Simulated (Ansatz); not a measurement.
`C[O][Ga]([CH3])[NH2]` + HCl → `[CH3][Ga]([NH2])[Cl]` + CH₃OH  (ligand exchange at a Ga–O bond)

Program: Ansatz. Geometries: PBE0-D4/def2-TZVP. ΔE: electronic, gas phase. CBS: MP2 limit from def2 TZ/QZ plus the TZ coupled-cluster correction, frozen cores. This one scheme is used for every species. DFT in def2-TZVPP. For Ga outer-core shells are correlated without core-valence functions, which leaves a few kJ/mol of doubt a bond. Scalar relativity is left out up to krypton. Each species was taken in one conformer, which may not be the lowest.

```tsv
level	ΔE (kJ/mol)
r2SCAN-D4	-74.5
ωB97X-V	-73.8
B2PLYP	-72.9
HF/CBS(def2)	-86.9
```

(1) What does CCSD(T)/CBS give? (An estimate is asked.)

Largest T1 diagnostic among the species: 0.013.

## Answers

(1) Ansatz gave: -71.4 kJ/mol. The listed levels differ from it by -3.1, -2.4, -1.5, -15.5 kJ/mol.

From PBE to PBE0 (25 % exact exchange), in def2-TZVPP and without D4, ΔE moves by −5.5 kJ/mol. Leaving LDA and LC-ωPBE aside and taking each functional with its dispersion term where it has one, the values, not all of them listed here, spread over 12.5 kJ/mol, from HSE06-D4 to BLYP-D4. LDA lies +7.3 kJ/mol from PBE without D4. At CCSD(T), def2-SVP lies +4.6 kJ/mol from the extrapolated value and def2-TZVPP +3.3 kJ/mol.
